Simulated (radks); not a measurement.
The numbers below are computed, except where a source is named.
Species: B V. Configuration: 1s0.75 2p0.25 (fractional occupations, a model configuration). Code: a radial shooting solver on a logarithmic mesh with Libxc functionals. Model: scalar-relativistic Kohn-Sham, AM05, spin-polarised, spherical densities, point nucleus; open shells are filled with parallel spins first.

Radial electron density D(r) = 4 pi r^2 rho(r):

| r (bohr) | D(r) (e/bohr) |
|---|---|
| 0.02349 | 0.1655 |
| 0.02607 | 0.1986 |
| 0.02892 | 0.2375 |
| 0.03209 | 0.2833 |
| 0.0359 | 0.3411 |
| 0.03983 | 0.4036 |
| 0.0442 | 0.4756 |
| 0.04904 | 0.5577 |
| 0.05485 | 0.6582 |
| 0.06086 | 0.7628 |
| 0.06753 | 0.8783 |
| 0.07494 | 1.004 |
| 0.08315 | 1.138 |
| 0.093 | 1.290 |
| 0.1032 | 1.433 |
| 0.1145 | 1.576 |
| 0.1271 | 1.711 |
| 0.1421 | 1.841 |
| 0.1577 | 1.939 |
| 0.175 | 2.010 |
| 0.1942 | 2.044 |
| 0.2154 | 2.037 |
| 0.241 | 1.980 |
| 0.2674 | 1.880 |
| 0.2967 | 1.739 |
| 0.3292 | 1.564 |
| 0.3682 | 1.350 |
| 0.4086 | 1.143 |
| 0.4533 | 0.9410 |
| 0.503 | 0.7577 |
| 0.5582 | 0.6023 |
| 0.6243 | 0.4712 |
| 0.6927 | 0.3826 |
| 0.7686 | 0.3209 |
| 0.8529 | 0.2782 |
| 0.954 | 0.2439 |
| 1.059 | 0.2154 |
| 1.175 | 0.1857 |
| 1.303 | 0.1534 |
| 1.446 | 0.1198 |
| 1.617 | 0.08512 |
| 1.795 | 0.05716 |
| 1.991 | 0.03517 |
| 2.21 | 0.01964 |
| 2.472 | 0.009298 |
| 2.743 | 0.004099 |
| 3.043 | 0.001582 |
| 3.377 | 0.0005268 |
| 3.747 | 0.0001490 |

D(r) has 1 maximum, at r = 0.202 bohr.
